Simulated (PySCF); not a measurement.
**Two-component Hartree-Fock for La¹⁹⁺ (lanthanum, charge +19)**

Start: [Kr] 4d2; 4d3/2 filled at m_j = +1/2, +3/2. Calculated with PySCF 2.14 in an uncontracted even-tempered set (18 s from 1.2 bohr⁻², ratio 2.8; 14 p from 1.5 bohr⁻², ratio 2.8; 9 d from 1.5 bohr⁻², ratio 2.8; 4 f from 5.6 bohr⁻², ratio 3): generalised Hartree-Fock with the X2C-1e Hamiltonian and a Gaussian nucleus; spin-orbit coupling (SO) screened by Boettger's factors.

| spinor shell | electrons | ε, screened SO (eV) | weight of nominal j (screened SO) | rms radius, screened SO (bohr) |
| --- | --- | --- | --- | --- |
| 1s1/2 | 2 | -39609.0 | 1.000 | 0.0286 |
| 2s1/2 | 2 | -6824.4 | 1.000 | 0.116 |
| 2p1/2 | 2 | -6452.5 | 1.000 | 0.1000 |
| 2p3/2 | 4 | -6034.1 | 1.000 | 0.106 |
| 3s1/2 | 2 | -1868.0 | 1.000 | 0.303 |
| 3p1/2 | 2 | -1711.1 | 1.000 | 0.294 |
| 3d3/2 | 4 | -1355.1 | 0.999 | 0.276 |
| 3d5/2 | 6 | -1335.1 | 0.999 | 0.280 |
| 4s1/2 | 2 | -716.20 | 1.000 | 0.654 |
| 4p1/2 | 2 | -653.51 | 0.987 | 0.667 |
| 4p3/2 | 4 | -626.38 | 0.993 | 0.689 |
| 4d3/2 | 2 | -533.39 | 0.977 | 0.708 |

Where does 3p3/2 lie, and what is the 3p spin-orbit splitting (screened SO)?

At -1626.0 eV, 85.182 eV above 3p1/2.

| quantity | screened SO |
| --- | --- |
| E (hartree) | -8346.31657 |
| M_J | 2 |
| ⟨J²⟩ | 6.152 |
| ⟨L²⟩ | 10.803 |
| ⟨S²⟩ | 1.656 |

Each row is a mean over spinors that exchange with the open shell spreads, by up to 11.113 eV (4p1/2).

⟨J²⟩ departs a little from M_J(M_J + 1) because the unrestricted spinors polarise the closed shells.

Breit and QED terms are absent; they matter most for the inner s and p1/2 levels.

Densities and radii are taken from the X2C orbitals without a picture-change correction, which distorts them close to the nucleus.
